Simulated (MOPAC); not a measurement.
A run for MOPAC: PM7 on CH4O (a complex), monomers drawn apart or pushed together.

```
PM7 1SCF PRECISE CHARGE=0 THREADS=1
CH4O

C     -0.35073975 1    -0.50688680 1     0.04175197 1
O      0.32918566 1     0.24201725 1    -0.60192827 1
H     -1.40291903 1    -0.27408985 1     0.29596654 1
H      0.03506060 1    -1.47353629 1     0.41948259 1
H      0.12508373 1     0.41203519 1     3.41906217 1
H     -0.31591990 1    -0.08394479 1     3.75619461 1
```

It printed:

```
*******************************************************************************
 **                                                                           **
 **                              MOPAC v23.2.5                                **
 **                                                                           **
 *******************************************************************************
 ** MOPAC's Digital Object Identifier: https://doi.org/10.5281/zenodo.6511958 **
 **                                                                           **
 ** Please cite the open-source release paper for use of this MOPAC version:  **
 ** J. E. Moussa and J. J. P. Stewart (2026)                                  **
 ** MOPAC: An open-source semiempirical molecular orbital program             **
 ** J. Open Source Softw., 11(119), 8025, https://doi.org/10.21105/joss.08025 **
 *******************************************************************************

                              PM7 CALCULATION RESULTS

 *******************************************************************************
 *  PM7        - The PM7 Hamiltonian to be used
 *
 *
 *
 *                 CHARGE ON SYSTEM = 0
 *
 *
 *
 *  PRECISE    - TIGHTER CRITERIA TO BE USED
 *  1SCF       - DO 1 SCF AND THEN STOP
 *  THREADS=1  - MULTI-THREADING NOT USED
 *  T=         - A TIME OF 172800.0 SECONDS REQUESTED
 *  DUMP=N     - RESTART FILE WRITTEN EVERY 7200.0 SECONDS REQUESTED
 *******************************************************************************
PM7 1SCF PRECISE CHARGE=0 THREADS=1
 CH4O

   ATOM   CHEMICAL          X               Y               Z
  NUMBER   SYMBOL      (ANGSTROMS)     (ANGSTROMS)     (ANGSTROMS)

     1       C         -0.35073975  *  -0.50688680  *   0.04175197  *
     2       O          0.32918566  *   0.24201725  *  -0.60192827  *
     3       H         -1.40291903  *  -0.27408985  *   0.29596654  *
     4       H          0.03506060  *  -1.47353629  *   0.41948259  *
     5       H          0.12508373  *   0.41203519  *   3.41906217  *
     6       H         -0.31591990  *  -0.08394479  *   3.75619461  *



          CARTESIAN COORDINATES

    NO.       ATOM           X           Y           Z

     1         C         -0.3507     -0.5069      0.0418
     2         O          0.3292      0.2420     -0.6019
     3         H         -1.4029     -0.2741      0.2960
     4         H          0.0351     -1.4735      0.4195
     5         H          0.1251      0.4120      3.4191
     6         H         -0.3159     -0.0839      3.7562

 General Reference for PM7:
 "Optimization of Parameters for Semiempirical Methods VI: More Modifications to the
 NDDO Approximations and Re-optimization of Parameters", J. J. P. Stewart, J. Mol. Mod., 1:32, 19 (2013)
 https://link.springer.com/article/10.1007/s00894-012-1667-x

           Empirical Formula: C H4 O  =     6 atoms



      MOLECULAR POINT GROUP   :   Cs


      RHF CALCULATION, NO. OF DOUBLY OCCUPIED LEVELS = 7


 -------------------------------------------------------------------------------
 PM7 1SCF PRECISE CHARGE=0 THREADS=1
 CH4O



     1SCF WAS SPECIFIED, SO BFGS WAS NOT USED
     SCF FIELD WAS ACHIEVED


                              PM7 CALCULATION
                                                       MOPAC v23.2.5 Linux




          FINAL HEAT OF FORMATION =        -57.33055 KCAL/MOL =    -239.87103 KJ/MOL


          COSMO AREA              =         85.62 SQUARE ANGSTROMS
          COSMO VOLUME            =         60.12 CUBIC ANGSTROMS

          IONIZATION POTENTIAL    =         10.321102 EV
          HOMO LUMO ENERGIES (EV) =        -10.321  0.455
          NO. OF FILLED LEVELS    =          7
          MOLECULAR WEIGHT        =         32.0420         POINT GROUP:  Cs

          MOLECULAR DIMENSIONS (Angstroms)

            Atom       Atom       Distance
            H     6    O     2     4.41765
            H     5    H     4     2.16388
            H     5    H     3     1.69060


          SCF CALCULATIONS        =          1





   ATOM   CHEMICAL          X               Y               Z
  NUMBER   SYMBOL      (ANGSTROMS)     (ANGSTROMS)     (ANGSTROMS)

     1       C         -0.35073975  *  -0.50688680  *   0.04175197  *
     2       O          0.32918566  *   0.24201725  *  -0.60192827  *
     3       H         -1.40291903  *  -0.27408985  *   0.29596654  *
     4       H          0.03506060  *  -1.47353629  *   0.41948259  *
     5       H          0.12508373  *   0.41203519  *   3.41906217  *
     6       H         -0.31591990  *  -0.08394479  *   3.75619461  *

                             CARTESIAN COORDINATES

   1    C       -0.350739750    -0.506886800     0.041751970
   2    O        0.329185660     0.242017250    -0.601928270
   3    H       -1.402919030    -0.274089850     0.295966540
   4    H        0.035060600    -1.473536290     0.419482590
   5    H        0.125083730     0.412035190     3.419062170
   6    H       -0.315919900    -0.083944790     3.756194610


           Empirical Formula: C H4 O  =     6 atoms



      MOLECULAR POINT GROUP   :   Cs


                  EIGENVALUES
 -31.25786 -22.97986 -16.74317 -15.37589 -14.92804 -14.20830 -10.32110   0.45520
   4.36584   4.91335   4.96607   6.94181


              NET ATOMIC CHARGES AND DIPOLE CONTRIBUTIONS

  ATOM NO.   TYPE          CHARGE      No. of ELECS.   s-Pop       p-Pop
    1          C           0.202608        3.7974     1.15423     2.64316
    2          O          -0.400941        6.4009     1.87532     4.52562
    3          H           0.099132        0.9009     0.90087
    4          H           0.099136        0.9009     0.90086
    5          H           0.002504        0.9975     0.99750
    6          H          -0.002438        1.0024     1.00244
 DIPOLE           X         Y         Z       TOTAL
 POINT-CHG.    -1.621    -1.786     1.538     2.860
 HYBRID         0.122     0.134    -0.115     0.215
 SUM           -1.499    -1.651     1.422     2.645


          ATOMIC ORBITAL ELECTRON POPULATIONS

     Atom    s        px        py        pz
    1  C   1.15423   0.97605   0.92158   0.74553
    2  O   1.87532   1.66833   1.55293   1.30436
    3  H   0.90087
    4  H   0.90086
    5  H   0.99750
    6  H   1.00244

 **********************
 *                    *
 * JOB ENDED NORMALLY *
 *                    *
 **********************




 == MOPAC DONE ==
```

The run finished.

Cost: around 0.020 core-seconds (rough).
